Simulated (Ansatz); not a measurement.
`CB(N)Br` + `BN` → `BNB(C)N` + HBr at 500 K and 1 bar (ligand exchange at a B–Br bond).

Isolated molecules relaxed with PBE0-D4/def2-TZVP in Ansatz; ΔE leaves out vibrations. CBS: MP2 limit from def2 TZ/QZ plus the TZ coupled-cluster correction, frozen cores. This one scheme is used for every species. For Br outer-core shells are correlated without core-valence functions, which leaves a few kJ/mol of doubt a bond. Scalar relativity is left out up to krypton. One conformer a species, not always the lowest.

```tsv
species	CCSD(T)/CBS energy (Eh)	H − E (kJ/mol)	S (J/(mol·K))
`CB(N)Br`	-2693.98242	219.3	369.7
`BN`	-81.93499	148.8	257.4
`BNB(C)N`	-201.99245	331.3	402.3
HBr	-2573.91920	30.5	213.7
```

H − E and S are ideal-gas, rigid-rotor, harmonic terms from PBE0-D4/def2-TZVP, for one conformer and one mirror image of each species. 1 Eh = 2625.50 kJ/mol, R = 8.31446 J/(mol·K).

Task: By hand: ΔE, ΔH, ΔS and ΔG.

Result: ΔE = (-201.99245) + (-2573.91920) − (-2693.98242) − (-81.93499) = 0.00576 Eh = 15.1 kJ/mol. Δ(H − E) = 331.3 + 30.5 − 219.3 − 148.8 = -6.3, so ΔH = 8.8 kJ/mol. ΔS = 402.3 + 213.7 − 369.7 − 257.4 = -11.1 J/(mol·K). ΔG = 8.8 − 500 × (-11.1)/1000 = 14.4 kJ/mol.

Task: By hand: the equilibrium constant, and the temperature at which ΔG would vanish if ΔH and ΔS stayed fixed.

Result: log₁₀ K = −ΔG/(RT ln 10) = -1.5. ΔH and −TΔS have one sign here, so there is no such temperature.

TΔS isn't small against ΔH here. A doubt of 5 kJ/mol in ΔE shifts log₁₀ K by 0.5 here. Other conformers and mirror images would add mixing entropy, several J/(mol·K) or more a flexible species. These are equilibria of isolated gas molecules and say nothing of rates. Largest T1 diagnostic: 0.012 (customary marks: 0.02 for closed shells, 0.045 for open ones).

ΔS is within the doubt of such terms, so its sign, and with it that verdict, could turn.
